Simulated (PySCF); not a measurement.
Stretching Ge₂

Set-up: PySCF, no relativity, basis sets Ge def2-TZVPP. Energies in eV from Ge + Ge in their ground configurations at the same level. State: ³Σg⁻ (triplet), unpaired electrons π ↑↑.

All columns are PBE0.

| R (Å) | E (eV) | HOMO (eV) | LUMO (eV) | Mayer bond order | ⟨S²⟩ |
| --- | --- | --- | --- | --- | --- |
| 2.053 | -1.986 | -5.45 | -3.95 | 1.90 | 2.00 |
| 2.148 | -2.532 | -5.48 | -3.77 | 1.92 | 2.00 |
| 2.244 | -2.833 | -5.50 | -3.61 | 1.93 | 2.00 |
| 2.315 | -2.940 | -5.51 | -3.50 | 1.94 | 2.00 |
| 2.387 | -2.969 | -5.50 | -3.40 | 1.95 | 2.00 |
| 2.459 | -2.939 | -5.49 | -3.31 | 1.96 | 2.00 |
| 2.554 | -2.828 | -5.46 | -3.20 | 1.97 | 2.00 |
| 2.673 | -2.611 | -5.42 | -3.08 | 1.98 | 2.00 |
| 2.817 | -2.281 | -5.34 | -2.97 | 1.99 | 2.00 |
| 3.008 | -1.789 | -5.23 | -3.02 | 2.00 | 2.00 |

Spin–orbit coupling is left out. The state was picked by a PBE0 search and need not be the measured ground state.
